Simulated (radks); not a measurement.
Species: neutral argon. Configuration: [Ar]. Method: non-relativistic Kohn-Sham, exchange-only B88, spin-polarised, spherical densities, point nucleus; computed with a radial shooting solver on a logarithmic mesh with Libxc functionals.

Radial electron density D(r) = 4 pi r^2 rho(r):

r (bohr),D(r) (e/bohr)
0.004544,0.8472
0.005776,1.310
0.007402,2.028
0.009409,3.049
0.01196,4.496
0.01533,6.541
0.01949,9.107
0.02477,12.18
0.03174,15.61
0.04036,18.61
0.05171,20.57
0.06574,20.67
0.08357,18.90
0.1071,16.17
0.1361,14.58
0.1731,15.58
0.2218,18.78
0.2819,21.01
0.3613,19.21
0.4593,13.51
0.5839,7.470
0.7482,4.557
0.9512,4.956
1.219,5.734
1.55,4.908
1.97,3.047
2.524,1.353
3.209,0.4537
4.079,0.1092
5.228,0.01655

D(r) has 3 maxima, at r = 0.0592, 0.291, 1.23 bohr, and minima at 0.142, 0.798 bohr, inside which lie 2.18, 10.35 electrons.
